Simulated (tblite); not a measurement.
A geometry optimisation, step by step.

C6H11BOS.
Bonds: C1–B2, B2–O3, O3–C4, C4–C5 (double), C5–S6, S6–C7, C5–C8, C8–C9, C4–C9. Hydrogens: H10, H11, H12 on C1; H13 on B2; H14, H15, H16 on C7; H17, H18 on C8; H19, H20 on C9.

Computed with GFN2-xTB (tblite), gas phase: L-BFGS steps from a force-field or distance-geometry start until the largest atomic force falls under 0.01 eV/Å. 8 of its 204 geometries are shown.

Step 0: E = -733.6440 eV, largest atomic force 4.531 eV/Å
```
atom  x, y, z in Å  |  force x, y, z in eV/Å
C1     -3.663    0.749   -0.391   -0.301   0.026   0.069
B2     -2.406   -0.060    0.081    2.710  -0.097  -0.561
O3     -1.069    0.190   -0.529   -1.501  -1.245   1.639
C4      0.064   -0.491   -0.150    0.648   0.824  -1.049
C5      1.395   -0.464   -0.527   -2.156   0.971  -0.776
S6      2.319    0.482   -1.740   -0.308  -0.220   0.843
C7      2.708    1.815   -0.560    0.222   0.564   0.607
C8      1.747   -1.522    0.454    4.087  -0.636  -1.010
C9      0.378   -1.569    0.859   -4.204  -0.069   1.690
H10    -3.846    0.567   -1.467    0.002   0.363   0.571
H11    -4.567    0.426    0.182    0.708   0.402  -0.582
H12    -3.504    1.832   -0.221   -0.258  -0.593  -0.319
H13    -2.520   -0.874    0.955    0.338   0.289  -0.420
H14     1.773    2.274   -0.189    0.438  -0.305  -0.260
H15     3.284    1.414    0.301   -0.358   0.152  -0.597
H16     3.312    2.588   -1.055   -0.232  -0.378   0.039
H17     2.430   -1.148    1.243    0.073  -0.607  -0.490
H18     2.081   -2.465   -0.051    0.304   0.734   0.661
H19    -0.137   -2.521    0.617    0.051   0.472   0.573
H20     0.216   -1.214    1.907   -0.266  -0.647  -0.630
```

Step 29: E = -734.5025 eV, largest atomic force 0.074 eV/Å
```
atom  x, y, z in Å  |  force x, y, z in eV/Å
C1     -3.555    0.732   -0.406   -0.033   0.026  -0.015
B2     -2.331   -0.122    0.117   -0.030   0.028  -0.026
O3     -1.134    0.110   -0.456   -0.055   0.017   0.002
C4     -0.002   -0.515   -0.122   -0.029   0.006   0.020
C5      1.272   -0.425   -0.525   -0.025  -0.001   0.019
S6      2.128    0.571   -1.698   -0.007  -0.045  -0.010
C7      2.695    1.872   -0.551    0.004   0.002   0.015
C8      1.750   -1.508    0.420    0.024   0.012  -0.015
C9      0.278   -1.594    0.898    0.071  -0.019  -0.002
H10    -3.705    0.585   -1.474    0.018   0.002   0.000
H11    -4.489    0.493    0.095    0.017  -0.013   0.005
H12    -3.373    1.797   -0.273    0.014  -0.003  -0.008
H13    -2.442   -0.926    0.977   -0.006   0.002  -0.003
H14     1.828    2.383   -0.142    0.008   0.012   0.020
H15     3.285    1.417    0.238    0.013   0.016   0.023
H16     3.305    2.563   -1.122   -0.011  -0.018  -0.028
H17     2.464   -1.183    1.176   -0.026  -0.007  -0.005
H18     2.127   -2.405   -0.069   -0.015   0.022   0.009
H19    -0.218   -2.544    0.705    0.047   0.020   0.033
H20     0.112   -1.290    1.931    0.021  -0.057  -0.032
```

Step 58: E = -734.5101 eV, largest atomic force 0.027 eV/Å
```
atom  x, y, z in Å  |  force x, y, z in eV/Å
C1     -3.559    0.751   -0.430   -0.003  -0.008   0.007
B2     -2.373   -0.131    0.135    0.004  -0.009   0.002
O3     -1.159    0.091   -0.395    0.004   0.009  -0.013
C4     -0.022   -0.530   -0.071   -0.007   0.004  -0.005
C5      1.244   -0.406   -0.492   -0.007  -0.001  -0.004
S6      2.049    0.600   -1.689    0.002  -0.003   0.012
C7      2.707    1.879   -0.564    0.006  -0.004  -0.005
C8      1.763   -1.493    0.424    0.001   0.004   0.000
C9      0.301   -1.631    0.916   -0.010   0.006  -0.003
H10    -3.676    0.596   -1.501   -0.002  -0.001  -0.002
H11    -4.511    0.536    0.044   -0.026   0.008   0.000
H12    -3.353    1.812   -0.303    0.004  -0.001   0.002
H13    -2.529   -0.943    0.980    0.004  -0.003  -0.001
H14     1.878    2.409   -0.104    0.008  -0.005   0.005
H15     3.333    1.411    0.190    0.006   0.001  -0.001
H16     3.295    2.556   -1.173    0.002   0.005  -0.002
H17     2.472   -1.165    1.181    0.012   0.006   0.004
H18     2.158   -2.368   -0.088    0.006  -0.003  -0.003
H19    -0.165   -2.589    0.698   -0.002  -0.002   0.004
H20     0.141   -1.375    1.962   -0.001  -0.001   0.003
```

Step 87: E = -734.5298 eV, largest atomic force 0.076 eV/Å
```
atom  x, y, z in Å  |  force x, y, z in eV/Å
C1     -3.689    0.675   -0.426    0.007  -0.035   0.000
B2     -2.487   -0.240    0.049    0.016   0.000   0.050
O3     -1.268    0.083   -0.415   -0.021   0.031   0.027
C4     -0.107   -0.474   -0.062   -0.008  -0.023  -0.019
C5      1.161   -0.253   -0.434   -0.014   0.011  -0.005
S6      1.893    0.772   -1.649    0.011   0.075   0.000
C7      2.990    1.773   -0.584    0.004  -0.003  -0.013
C8      1.727   -1.307    0.491   -0.006   0.010   0.016
C9      0.260   -1.561    0.926    0.005  -0.008  -0.011
H10    -3.877    0.536   -1.488    0.002   0.004  -0.038
H11    -4.617    0.466    0.097   -0.020  -0.009   0.023
H12    -3.458    1.730   -0.294    0.008  -0.016  -0.016
H13    -2.628   -1.152    0.790   -0.022   0.010  -0.012
H14     2.420    2.162    0.253   -0.016  -0.026   0.000
H15     3.826    1.172   -0.240   -0.002  -0.001   0.000
H16     3.341    2.593   -1.202    0.054  -0.017   0.002
H17     2.375   -0.945    1.286    0.028   0.053  -0.013
H18     2.212   -2.136   -0.021   -0.028  -0.035   0.026
H19    -0.113   -2.551    0.674   -0.030   0.007   0.016
H20     0.034   -1.333    1.967    0.031  -0.029  -0.031
```

Step 116: E = -734.5966 eV, largest atomic force 0.072 eV/Å
```
atom  x, y, z in Å  |  force x, y, z in eV/Å
C1     -3.917    0.472   -0.448   -0.001   0.003  -0.018
B2     -2.628   -0.341   -0.015   -0.020   0.009   0.036
O3     -1.447    0.238   -0.262    0.010   0.010  -0.001
C4     -0.229   -0.228    0.045    0.025   0.010  -0.004
C5      1.010    0.179   -0.272   -0.015  -0.021  -0.018
S6      1.678    1.440   -1.280    0.022  -0.044   0.045
C7      3.377    1.434   -0.616   -0.062   0.023  -0.006
C8      1.682   -0.912    0.528   -0.008   0.004   0.011
C9      0.255   -1.372    0.911   -0.026   0.006   0.004
H10    -4.183    0.211   -1.471   -0.038  -0.015  -0.016
H11    -4.785    0.254    0.169    0.016  -0.017   0.001
H12    -3.750    1.546   -0.436    0.020  -0.004  -0.002
H13    -2.700   -1.412    0.484    0.013  -0.001   0.008
H14     3.321    1.486    0.465    0.060   0.017   0.035
H15     3.904    0.540   -0.936   -0.028   0.018  -0.002
H16     3.863    2.321   -1.004    0.038   0.003  -0.042
H17     2.281   -0.573    1.371    0.045   0.006   0.007
H18     2.252   -1.628   -0.062   -0.001  -0.009   0.005
H19    -0.008   -2.373    0.578   -0.030   0.016  -0.054
H20     0.019   -1.270    1.970   -0.022  -0.012   0.010
```

Step 145: E = -734.6168 eV, largest atomic force 0.025 eV/Å
```
atom  x, y, z in Å  |  force x, y, z in eV/Å
C1     -3.941    0.416   -0.476    0.002   0.003   0.002
B2     -2.624   -0.317    0.008   -0.001   0.004   0.001
O3     -1.462    0.320   -0.193   -0.004  -0.012  -0.021
C4     -0.242   -0.147    0.110    0.000   0.007   0.000
C5      1.003    0.281   -0.155    0.007  -0.004   0.009
S6      1.674    1.632   -1.034   -0.006   0.006  -0.003
C7      3.436    1.412   -0.631   -0.016   0.008   0.007
C8      1.661   -0.878    0.556    0.001   0.000   0.006
C9      0.225   -1.367    0.872    0.011  -0.001  -0.003
H10    -4.232    0.037   -1.456   -0.009  -0.008   0.008
H11    -4.783    0.238    0.187    0.000   0.001   0.005
H12    -3.805    1.489   -0.579    0.012   0.006  -0.006
H13    -2.657   -1.393    0.501   -0.002   0.008  -0.003
H14     3.589    1.553    0.435   -0.005  -0.002   0.009
H15     3.761    0.424   -0.939    0.010  -0.011  -0.012
H16     3.973    2.173   -1.186    0.004  -0.005   0.000
H17     2.257   -0.617    1.429   -0.002   0.012  -0.001
H18     2.232   -1.546   -0.087   -0.002   0.005   0.004
H19    -0.037   -2.324    0.425   -0.005  -0.006  -0.005
H20    -0.033   -1.375    1.930    0.006  -0.011   0.001
```

Step 174: E = -734.6215 eV, largest atomic force 0.020 eV/Å
```
atom  x, y, z in Å  |  force x, y, z in eV/Å
C1     -3.944    0.421   -0.470   -0.007   0.001  -0.005
B2     -2.627   -0.325   -0.004    0.001   0.007   0.003
O3     -1.460    0.280   -0.261    0.005   0.016   0.000
C4     -0.240   -0.171    0.062    0.003  -0.001   0.005
C5      1.002    0.293   -0.150   -0.006   0.004  -0.010
S6      1.671    1.674   -0.980    0.009   0.009  -0.003
C7      3.436    1.403   -0.623   -0.010  -0.004   0.000
C8      1.664   -0.847    0.586   -0.004  -0.002  -0.003
C9      0.232   -1.390    0.824   -0.001  -0.007   0.006
H10    -4.360   -0.067   -1.351   -0.009  -0.007  -0.001
H11    -4.719    0.391    0.292    0.008   0.005  -0.004
H12    -3.761    1.460   -0.732    0.002  -0.006  -0.004
H13    -2.671   -1.375    0.540    0.004  -0.009   0.002
H14     3.615    1.506    0.443    0.000  -0.004   0.005
H15     3.732    0.419   -0.970    0.007   0.011  -0.006
H16     3.981    2.169   -1.165    0.001   0.005  -0.002
H17     2.199   -0.561    1.490   -0.007  -0.016   0.002
H18     2.296   -1.491   -0.024   -0.002  -0.002  -0.001
H19     0.025   -2.344    0.343   -0.006  -0.004  -0.001
H20    -0.077   -1.434    1.867    0.012   0.003   0.016
```

Step 203: E = -734.6260 eV, largest atomic force 0.009 eV/Å
```
atom  x, y, z in Å  |  force x, y, z in eV/Å
C1     -3.942    0.408   -0.495   -0.005   0.001  -0.001
B2     -2.624   -0.322   -0.008   -0.001   0.000   0.004
O3     -1.458    0.284   -0.265    0.001   0.000  -0.002
C4     -0.240   -0.165    0.069    0.003  -0.001  -0.005
C5      1.002    0.303   -0.132   -0.002   0.000   0.006
S6      1.669    1.710   -0.921    0.006   0.003   0.000
C7      3.438    1.412   -0.611   -0.003  -0.001  -0.001
C8      1.662   -0.852    0.583    0.006   0.001  -0.002
C9      0.230   -1.395    0.815    0.001   0.003  -0.002
H10    -4.505   -0.222   -1.180   -0.005   0.003   0.002
H11    -4.603    0.614    0.344   -0.008   0.000  -0.003
H12    -3.734    1.348   -0.997    0.001   0.000  -0.002
H13    -2.668   -1.359    0.560    0.001  -0.003   0.003
H14     3.626    1.397    0.458   -0.002   0.004   0.003
H15     3.738    0.474   -1.068    0.001  -0.001  -0.005
H16     3.972    2.237   -1.070    0.002   0.000   0.001
H17     2.199   -0.588    1.492    0.003   0.000   0.003
H18     2.291   -1.484   -0.041    0.003  -0.007   0.000
H19     0.018   -2.344    0.325   -0.002   0.001   0.002
H20    -0.074   -1.447    1.859   -0.001  -0.003  -0.001
```

Q: Summarise the path.

A: The energy falls by 94.75 kJ/mol from step 0 to step 203; nine tenths of that is first reached at step 85. It rises by more than 0.2 meV at steps 76, 94 and 110. The largest force goes from 4.531 to 0.009 eV/Å. Among the bonds B2–O3 changes most, from 1.492 to 1.339 Å; the atoms move by 0.945 Å rms after alignment.

The cost below is that of the whole relaxation. Hardware: one thread, Arm Neoverse V2 (aarch64), no GPU (shared host). Cost: 1.3 s.
